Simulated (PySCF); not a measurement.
Geometry:
```json
{"atom": "F1", "x (Å)": "-1.419", "y (Å)": "0.856", "z (Å)": "-1.532"}
{"atom": "C2", "x (Å)": "-2.292", "y (Å)": "0.733", "z (Å)": "-0.563"}
{"atom": "F3", "x (Å)": "-3.481", "y (Å)": "1.112", "z (Å)": "-0.932"}
{"atom": "C4", "x (Å)": "-1.961", "y (Å)": "0.264", "z (Å)": "0.646"}
{"atom": "F5", "x (Å)": "-2.935", "y (Å)": "0.165", "z (Å)": "1.566"}
{"atom": "Si6", "x (Å)": "-0.229", "y (Å)": "-0.252", "z (Å)": "1.120"}
{"atom": "O7", "x (Å)": "0.424", "y (Å)": "-1.479", "z (Å)": "0.191"}
{"atom": "C8", "x (Å)": "1.359", "y (Å)": "-0.932", "z (Å)": "-0.724"}
{"atom": "C9", "x (Å)": "1.904", "y (Å)": "0.359", "z (Å)": "-0.097"}
{"atom": "O10", "x (Å)": "0.855", "y (Å)": "0.934", "z (Å)": "0.662"}
{"atom": "H11", "x (Å)": "-0.255", "y (Å)": "-0.612", "z (Å)": "2.557"}
{"atom": "H12", "x (Å)": "0.858", "y (Å)": "-0.717", "z (Å)": "-1.685"}
{"atom": "H13", "x (Å)": "2.159", "y (Å)": "-1.664", "z (Å)": "-0.911"}
{"atom": "H14", "x (Å)": "2.766", "y (Å)": "0.142", "z (Å)": "0.560"}
{"atom": "H15", "x (Å)": "2.233", "y (Å)": "1.075", "z (Å)": "-0.866"}
```

Geometry: PBE0-D3(BJ)/def2-SVP; GIAO absolute shieldings from PySCF, gas phase, non-relativistic, averaged over equivalent atoms.

At B97-2/pcSseg-1 (202 basis functions, 30 s wall time on 1 thread of an Arm Neoverse V1, shared host):
| atoms | σ (ppm) |
| --- | --- |
| F3 | 255.2 |
| F1 | 287.4 |
| F5 | 399.2 |
| C2 | 15.2 |
| C4 | 53.6 |
| C8/C9 | 116.9 |
| Si6 | 362.4 |
| O7/O10 | 289.3 |
| H11 | 26.33 |
| H12/H15 | 27.40 |
| H13/H14 | 27.46 |

**Question.** What do these become at PBE0/pcSseg-1?

**Answer.** 
```csv
atoms,σ at PBE0/pcSseg-1,change
F3,254.0,-1.2
F1,286.4,-1.0
F5,401.4,+2.2
C2,13.0,-2.2
C4,51.8,-1.8
C8/C9,117.2,+0.3
Si6,353.4,-9.0
O7/O10,289.8,+0.5
H11,26.12,-0.21
H12/H15,27.27,-0.13
H13/H14,27.33,-0.13
```

The largest change is at Si6 (silicon bonded to C, 2 O, H, in a 5-membered ring). Cost: 202 basis functions, 40 s wall time on 1 thread of an Arm Neoverse V1, shared host. The order of the carbon signals is the same at both levels.
